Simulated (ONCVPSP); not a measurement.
# Potentials for scandium (Sc) compared

Generated with ld1.x 7.5 (TM, RRKJ, ultrasoft, PAW), atompaw 4.2 or ONCVPSP 4.0.1. The cutoff is in Ry: for ld1.x and atompaw files where the sum of valence levels is converged to 10 mRy in a Bessel basis, for ONCV files where the hardest occupied wave has 1 mHa per electron of residual kinetic energy. The error is the largest all-electron minus pseudo excitation energy over each file’s own four to seven test configurations (ionisations up to +4, promotions, holes and added fractions of an electron), all of which were solved. The labels leave out finer settings (local radius, basis sizes, second energies), which also bear on the numbers. Spin-polarised tests are not counted. The rows are a selection from randomly drawn settings: files with unsolved tests, undetermined cutoffs or missed reference levels are left out.

A true bound ghost makes a file unfit for plane-wave use even where its test errors are small: the radial tests pick states by their node count and pass the ghost by.

| potential | cutoff (Ry) | largest error (meV) | bound ghosts |
| --- | --- | --- | --- |
| ONCV, PBE, scalar-relativistic, rc 2.85/1.45/2.70/2.85 (spdf), local smoothed, core correction yes, reference 3p6 3d1.5 4s1.5, qcut 2.6/9.7/5.9/3.5, projectors 2/2/2/1 | 32 | +47 | s |
| ONCV, LDA (Perdew-Wang 92), scalar-relativistic, rc 1.85/1.70/2.75 (spd), local smoothed, core correction yes, reference 3s2 3p6 3d1 4s2, qcut 6.5/9.7/4.9, projectors 2/1/2 | 35 | +514 | none |
| ONCV, PBE, scalar-relativistic, rc 3.10/2.90/1.70 (spd), local smoothed, core correction yes, reference 3d1 4s2, qcut 1.6/2.6/10, projectors 2/2/2 | 66 | +53 | none |
| ONCV, LDA (Perdew-Wang 92), non-relativistic, rc 1.80/2.00/1.50 (spd), local smoothed, core correction yes, reference 3s2 3p6 3d1 4s1 4p1, qcut 8.2/5.8/10.9, projectors 2/3/1 | 80 | -123 | none |

Fill in the row for Sc: ONCV, LDA (Perdew-Zunger), scalar-relativistic, rc 1.80/1.25/1.50 (spd), local smoothed, core correction yes, reference 3s2 3p6 3d1 4s2, qcut 7.3/6.5/10.8, projectors 3/2/3.

cutoff 76 Ry, largest error +21 meV, bound ghosts: none.
